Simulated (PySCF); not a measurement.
A calculated (TPSS, PySCF 2.14, ANO-RCC-VTZP, the spin-free X2C one-electron Hamiltonian (Gaussian nucleus)) atom or ion has these occupied shells.

| shell | electrons | orbital energy (eV) | rms radius, mean of both spins (bohr) |
| --- | --- | --- | --- |
| 1s α | 1 | -53547.4 | 0.0240 |
| 1s β | 1 | -53547.4 | 0.0240 |
| 2s α | 1 | -8921.2 | 0.0971 |
| 2s β | 1 | -8921.1 | 0.0971 |
| 2p α | 3 | -7931.1 | 0.0874 |
| 2p β | 3 | -7931.1 | 0.0874 |
| 3s α | 1 | -1992.3 | 0.250 |
| 3s β | 1 | -1991.1 | 0.250 |
| 3p α | 3 | -1686.4 | 0.251 |
| 3p β | 3 | -1685.0 | 0.251 |
| 3d α | 5 | -1284.8 | 0.230 |
| 3d β | 5 | -1283.6 | 0.230 |
| 4s α | 1 | -399.60 | 0.564 |
| 4s β | 1 | -396.13 | 0.564 |
| 4p α | 3 | -298.49 | 0.599 |
| 4p β | 3 | -294.99 | 0.599 |
| 4d α | 5 | -158.70 | 0.658 |
| 4d β | 5 | -155.11 | 0.658 |
| 5s α | 1 | -54.169 | 1.39 |
| 5s β | 1 | -52.132 | 1.39 |
| 5p α | 3 | -30.677 | 1.66 |
| 5p β | 3 | -29.001 | 1.66 |
| 4f α | 7 | -8.459 | 1.02 |
| 4f β | 3 | -6.286 | 1.02 |
| 5d α | 1 | -6.261 | 3.09 |

(1) Name the element and its charge.

## Answers

(1) Dy⁺ (dysprosium, charge +1), in [Xe] 4f10 5d1, one real determinant (an excited configuration).
